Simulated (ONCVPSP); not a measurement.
# What one change does to a pseudopotential (fluorine, ONCV)

```json
{
  "Element": "fluorine",
  "Generator": "ONCVPSP 4.0.1",
  "Type": "optimised norm-conserving Vanderbilt (ONCV)",
  "Functional": "PW91",
  "Relativity": "scalar-relativistic",
  "Frozen core": "[He]",
  "Valence charge": "7",
  "Reference configuration": "2s2 2p5",
  "Partial waves": "2s: rc 0.60 bohr, ncon 3, nbas 7, qcut 14.1 1/bohr, 2 projectors, debl 1.5 Ha; 2p: rc 1.45 bohr, ncon 4, nbas 7, qcut 8.5 1/bohr, 3 projectors, debl 0.7 Ha",
  "Local potential": "polynomial inside 0.45 bohr (lpopt 3, dvloc0 6 Ha)",
  "Core correction": "Teter function, fcfact 4.25, rcfact 1.1"
}
```

Change: all radii but the core radius scaled by about 0.80 (s 0.48, p 1.16 bohr); local potential polynomial inside 0.36 bohr (lpopt 3, dvloc0 6 Ha).

Cutoffs: the cutoffs (Ha) at which the residual kinetic energy of the hardest occupied pseudo-wave falls to 1 and 0.1 mHa per electron; they do not see the model core or the augmentation charge, which bear on the density cutoff. Errors are all-electron minus pseudo energies relative to the spin-unpolarised reference configuration.

Problem. How do hardness, ghosts and transferability respond?

Solution. The potential gets harder (60 Ha and 74 Ha → 363 Ha and 786 Ha); a bound ghost appears in p, s, which as a rule spoils a file; of the 4 tests that both files solve, the error grows in 0 and shrinks in 4 by more than 15 % and 0.3 meV (median size 813.6 → 400.4 meV). A smaller radius makes the pseudo-wave follow the all-electron one further in, where it bends more sharply, so more plane waves are needed. Less of the atom is replaced, so other configurations are described better.

| quantity | base | changed |
| --- | --- | --- |
| cutoff, loose | 60 Ha | 363 Ha |
| cutoff, tight | 74 Ha | 786 Ha |
| loose cutoff by channel | s 60 Ha, p 30 Ha | s 363 Ha, p 47 Ha |
| bound ghosts | none | s, p |
| GHOST(+) flags under 300 eV | none | none |
| error for 2s2 2p4, meV [ΔE 19.49 eV] | +45 | +19 |
| error for 2s2 2p3, meV [ΔE 58.00 eV] | +346 | +161 |
| error for 2s2 2p2, meV [ΔE 118.79 eV] | +1282 | +639 |
| error for 2s2 2p1, meV [ΔE 204.76 eV] | +3401 | +1823 |
| rms error of d²Exc/dni dnj with the model core, mHa | 1.90 | 2.05 |

 A true bound ghost makes a file unfit for plane-wave use even where its test errors are small: the radial tests pick states by their node count and pass the ghost by.
